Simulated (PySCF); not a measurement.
SMILES N#Cc1ccccc1S (GFN2-xTB optimised geometry):

```
14

N     -2.012    -2.701    -0.001
C     -1.424    -1.715    -0.001
C     -0.693    -0.508     0.000
C     -1.387     0.705     0.001
C     -0.699     1.900     0.001
C      0.690     1.898     0.000
C      1.388     0.706     0.000
C      0.709    -0.508     0.000
S      1.661    -1.990     0.000
H     -2.467     0.686     0.001
H     -1.241     2.833     0.001
H      1.231     2.831     0.000
H      2.467     0.699     0.000
H      0.629    -2.833     0.002
```

Calculation: B3LYP/def2-TZVP in PySCF 2.14.0.

Question: What are the frontier orbital energies and the dipole moment?

Answer: HOMO-2 -8.94 eV, HOMO-1 -7.77 eV, HOMO -6.69 eV, LUMO -1.88 eV, LUMO+1 -1.13 eV; dipole moment 4.04 D.

Meta-Löwdin charges at B3LYP/def2-TZVP: N1 -0.23, C2 0.11, C3 -0.05, C4 -0.08, C5 -0.13, C6 -0.09, C7 -0.13, C8 -0.05, S9 0.02, H10 0.13, H11 0.13, H12 0.13, H13 0.13, H14 0.11.
